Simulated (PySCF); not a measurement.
C6H7F2S (doublet state).
Numbering: `[CH2:1]=[C:2]([CH3:3])/[C:4]=[CH:5]\[S:6][CH:7]([F:8])[F:9]` (hydrogens: H10, H11 on C1; H12, H13, H14 on C3; H15 on C5; H16 on C7)

Cartesian coordinates in Å at the GFN2-xTB level; atoms count from 1:
```
atom  x, y, z in Å
C1    -2.5353   -0.9526   -0.6616
C2    -1.6447   -0.2966    0.1427
C3    -2.0942    0.7937    1.0806
C4    -0.3235   -0.6275    0.1579
C5     0.9409   -0.7641    0.0161
S6     1.9066    0.2062   -1.2014
C7     3.3663    0.4731   -0.1388
F8     3.1656    1.4833    0.7315
F9     4.4282    0.8055   -0.8851
H10   -3.5790   -0.6963   -0.6558
H11   -2.2138   -1.7301   -1.3306
H12   -1.7499    1.7588    0.7116
H13   -1.6747    0.6445    2.0730
H14   -3.1782    0.8103    1.1502
H15    1.5733   -1.4645    0.5388
H16    3.6048   -0.4346    0.4389
```

The hyperfine couplings belong to this conformer and change with its torsions.

Method used: PySCF 2.14.0, UKS B3LYP, pcH-1 on C F H S, non-relativistic, mean-field spin-orbit, GIAO. Geometry: GFN2-xTB, one conformer, isolated molecule. A GFN2-xTB geometry isn't a minimum of the functional, and hyperfine couplings can be far from their values at a DFT geometry. No stability test was run, so a lower SCF solution isn't excluded. ⟨S²⟩ is 0.778 where a pure state has 0.75.

The isotropic 13C couplings are +68.0, +54.1, -46.0, -28.2, +7.4, -2.9 MHz. Assign them to C1; C2; C3; C4; C5; C7.

```json
{"site": "C1", "a_iso (MHz)": "+54.1", "ρ(0) (bohr⁻³)": "+0.0482", "position": "largest spin population", "distance from C1 (Å)": "0.00", "spin population": "+0.64", "largest |T| (MHz)": "95.3"}
{"site": "C2", "a_iso (MHz)": "-46.0", "ρ(0) (bohr⁻³)": "-0.0410", "position": "1 bond from C4", "distance from C1 (Å)": "1.37", "spin population": "-0.24", "largest |T| (MHz)": "28.8"}
{"site": "C3", "a_iso (MHz)": "+7.4", "ρ(0) (bohr⁻³)": "+0.0066", "position": "2 bonds from C4", "distance from C1 (Å)": "2.51", "spin population": "+0.02", "largest |T| (MHz)": "1.4"}
{"site": "C4", "a_iso (MHz)": "+68.0", "ρ(0) (bohr⁻³)": "+0.0606", "position": "a main spin site", "distance from C1 (Å)": "2.38", "spin population": "+0.63", "largest |T| (MHz)": "99.1"}
{"site": "C5", "a_iso (MHz)": "-28.2", "ρ(0) (bohr⁻³)": "-0.0251", "position": "1 bond from C4", "distance from C1 (Å)": "3.55", "spin population": "-0.11", "largest |T| (MHz)": "9.2"}
{"site": "C7", "a_iso (MHz)": "-2.9", "ρ(0) (bohr⁻³)": "-0.0026", "position": "3 bonds from C4", "distance from C1 (Å)": "6.09", "spin population": "0.00", "largest |T| (MHz)": "0.7"}
```

ρ(0) is the spin density at the nucleus and T the dipolar tensor; a_iso includes a spin–orbit part; entries for several nuclei are means. The largest Mulliken spin populations are on C1 (+0.64), C4 (+0.63), C2 (-0.24) and C5 (-0.11). The positive populations add up to 1.42 and the negative ones to -0.42, together 2S = 1. The angles at C1 add up to 360.0°, so it is planar. Main spin sites, with 60 % or more of the largest population: C1, C4; positions count bonds from the nearest.

The spin density at the nucleus, in bohr⁻³, is negative for C2 (-0.0410), C5 (-0.0251) and H10 (-0.0087), for instance. A restricted open-shell determinant has no negative spin density anywhere; here it arises because α and β orbitals differ (spin polarisation).

Class means assume fast exchange of nuclei equivalent by connectivity; if that motion is slow, each nucleus keeps its own coupling. The three 1H nuclei of mean -11.3 MHz run from -19.4 to -2.2 MHz in the frozen geometry. The 19F value of +11.2 MHz is a mean of couplings from -2.3 to 24.6 MHz in this one geometry, not an average over conformers.
